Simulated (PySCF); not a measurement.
Trend along group 5: MH molecules

CCSD(T) with triple-zeta basis sets in PySCF, for the lowest determinant that a PBE0 search found; no spin–orbit coupling. De refers to high-spin ground-configuration atoms.

```tsv
M	basis	reference, frozen orbitals	state (unpaired electrons)	Re (Å)	ωe (cm⁻¹)	De (eV)
V	x2c-TZVPPall	UHF, 5	quintet (σ ↑, π ↑↑, δ ↑)	1.681	1669	2.40
Nb	def2-TZVPP	UHF, 0	quintet (σ ↑, π ↑↑, δ ↑)	1.769	1725	2.79
Ta	x2c-TZVPPall	UHF, 23	quintet (σ ↑, π ↑↑, δ ↑)	1.758	1798	2.38
```

The shortest bond is that of VH (1.681 Å), the longest that of NbH (1.769 Å).

The rows differ in basis set, which adds steps of its own.

Down a group the atoms grow and get heavier, so bonds lengthen and wavenumbers fall; the exceptions here are the shorter bond at Ta and the higher wavenumber at Nb, Ta. Relativity and the filled 4f shell contract the atoms of the sixth period.

Correlated steps freeze the inner cores (0 to 23 orbitals); shallow outer-core shells are correlated. Spin–orbit coupling is left out, which matters for elements this heavy, above all for dissociation energies. The CCSD T1 diagnostic is raised in VH, a sign that a single reference may not be enough there. With d or f electrons several states lie close, and the lowest PBE0 determinant need not be the measured ground state.
